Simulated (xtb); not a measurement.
FMg (SMILES [F][Mg+]), charge +1, singlet, geometry from GFN2-xTB (such geometries of metal compounds can be far from the true shape). Base run: GFN2-xTB (xtb 6.7.1).

Geometry (Å):
```xyz
2

Mg     0.0000     0.0000    -0.7460
F      0.0000     0.0000     0.9946
```
Charge +1, spin multiplicity 1.
All else is at xtb's defaults.
Base energy -4.75196 Eh.

The base run was repeated with changes; each row names its change, and settings that it needs were set with it.

```tsv
change	ΔE vs base (mEh)	HOMO-LUMO gap (eV)	G_solv (kcal/mol)	SCF cycles
base	0.000	1.84	-	49
alpb = methanol	-89.093	1.82	-56.00	21
acc = 0.1	0.000	1.84	-	50
file = coord	0.000	1.84	-	49
alpb = acetone	-82.913	1.84	-52.03	23
alpb = benzene	-81.738	1.84	-51.29	22
acc = 30	0.000	1.84	-	46
etemp = 10000	-49.722	2.66	-	28
```

ALPB and GBSA are two models with their own fitted parameters for each solvent, which aren't always the measured dielectric constant.
